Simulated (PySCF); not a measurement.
Gas-phase equilibrium of 1 mol GeCl₄, 5.2 mol H₂ at 1400 K and 0.133 bar, among 17 species (GeH₄, Ge₂H₆, GeH₃Cl, HCl, GeCl₃, H, H₂, Ge₃H₈, GeHCl₃, GeH₃, GeCl₄, Cl, Cl₂, GeCl₂, GeHCl, GeH₂, GeH₂Cl₂). Only gases are allowed; each row takes one source of thermochemistry for all species, and Cantera finds the minimum.

Energies from PySCF, thermal terms from the rigid-rotor harmonic-oscillator model, ideal gas at 1 bar. † marks an energy on the PBE0/def2-TZVP geometry and frequencies; other levels use their own. Open shells (unrestricted) among the columns below: GeCl₃ (multiplicity 2), H (multiplicity 2), Cl (multiplicity 2, electronic degeneracy 6); the rest are closed-shell singlets. Spin-orbit splitting is ignored; it lowers the true energy and changes the entropy of Cl. Ge: all electrons, no relativistic terms. GeCl₃, GeHCl: computed as isolated molecules; such fragments, hydroxides, amides, oligomers or adducts are transient or little studied in the gas. The harmonic model lacks anharmonicity and excited electronic states, which grow with temperature; levels with a mode under 35 cm⁻¹ are left out.

Molecules larger than those listed are left out, and so are free Ge atoms, whose spin-orbit terms are large.

Mole fractions:

```tsv
thermochemistry	x H₂	x HCl	x GeCl₂	x GeHCl	x H	x GeCl₄	x GeCl₃	x Cl
M06-2X/def2-TZVP†	0.58	0.28	0.14	2.9e-5	1.4e-5	1.5e-5	1.0e-5	6.5e-6
PBE/def2-SVP	0.58	0.28	0.14	3.8e-5	3.5e-5	4.3e-7	2.0e-6	3.6e-6
PBE/def2-TZVP†	0.58	0.28	0.14	3.8e-5	2.5e-5	1.4e-7	1.0e-6	2.8e-6
PBE0/def2-TZVP	0.58	0.28	0.14	7.3e-5	2.7e-5	7.7e-7	2.0e-6	4.5e-6
r2SCAN/def2-TZVP†	0.58	0.28	0.14	2.8e-5	1.5e-5	3.4e-6	6.4e-6	5.0e-6
ωB97M-V/def2-TZVP†	0.58	0.28	0.14	6.4e-5	1.3e-5	1.1e-6	9.2e-7	4.0e-6
```
The most sensitive of these is GeCl₄: it spans a factor of 10^2.0 over these rows; at this temperature one factor of ten is RT ln 10 = 27 kJ/mol.
